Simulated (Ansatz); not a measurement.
CH$_{3}$BFN (`FB1CN1`), relaxed with RKS PBE0-D4/def2-TZVP in Ansatz 0.2.0 from a PBE-D4/def2-SVP geometry. The force threshold is 0.005 eV/Å; the program also tests the step.

The species carries charge 0 and has multiplicity 1.

Start:

```xyz
7

F     1.943    0.329    1.126
B     0.827    0.129    0.436
C    -0.720    0.053    0.266
N     0.328   -0.195   -0.786
H    -1.346    0.960    0.136
H    -1.309   -0.829    0.594
H     0.276   -0.447   -1.771
```

(1) How much energy does the relaxation release, and in how many steps? (An estimate is asked.)

(2) Which bonds change most? (An estimate is asked.)

(3) Give the relaxed structure. (Estimate.)

Results:

(1) The calculation gave: 0.79 kcal/mol, in 5 steps.

(2) Computed: C3–H6 from 1.110 to 1.090 Å; C3–H5 from 1.110 to 1.090 Å; B2–C3 from 1.559 to 1.541 Å; N4–H7 from 1.018 to 1.002 Å.

(3) Computed: 
```xyz
7

F     1.918    0.325    1.114
B     0.815    0.126    0.427
C    -0.716    0.053    0.268
N     0.323   -0.194   -0.781
H    -1.326    0.947    0.135
H    -1.290   -0.816    0.587
H     0.276   -0.441   -1.750
```
